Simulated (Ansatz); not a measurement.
Start from `[F][Ga]([Cl])[O][SiH3]` and change one atom or group to get `[F][Ga]([Cl])[Cl]`.

Ansatz, PBE0-D4/def2-TZVP geometries, multiplicity 1. Each molecule was computed in one conformer, which needn't be the lowest.

Scalar relativity is left out up to krypton.

```csv
property,`[F][Ga]([Cl])[O][SiH3]`
LUMO energy (ωB97M-V/def2-TZVPP) / eV,0.09
LUMO energy (PBE0/def2-TZVPP) / eV,-1.81
HOMO energy (ωB97M-V/def2-TZVPP) / eV,-11.41
HOMO–LUMO gap (ωB97M-V/def2-TZVPP) / eV,11.50
HOMO–LUMO gap (B3LYP/def2-TZVPP) / eV,6.75
HOMO–LUMO gap (PBE/def2-TZVPP) / eV,4.90
```

Problem. Give the same properties after the change, and the shifts. (Best estimate.)

Solution. The calculation gave: 
```
                               property  `[F][Ga]([Cl])[Cl]`  shift
  LUMO energy (ωB97M-V/def2-TZVPP) / eV                -0.03  -0.12
     LUMO energy (PBE0/def2-TZVPP) / eV                -2.01  -0.20
  HOMO energy (ωB97M-V/def2-TZVPP) / eV               -12.00  -0.59
HOMO–LUMO gap (ωB97M-V/def2-TZVPP) / eV                11.97   0.47
  HOMO–LUMO gap (B3LYP/def2-TZVPP) / eV                 7.07   0.32
    HOMO–LUMO gap (PBE/def2-TZVPP) / eV                 5.29   0.39
```

With PBE0 the HOMO falls by 0.61 eV and the LUMO falls by 0.20 eV, so the gap widens by about 0.41 eV. PBE moves the HOMO by -0.58 eV and ωB97M-V by -0.59 eV. The zero-point energy changes by -73.9 kJ/mol with -12 modes.

B3LYP here is the variant with VWN-RPA as its local correlation; programs differ in this.

Positive LUMOs are unbound, so they and the gaps depend on the basis.
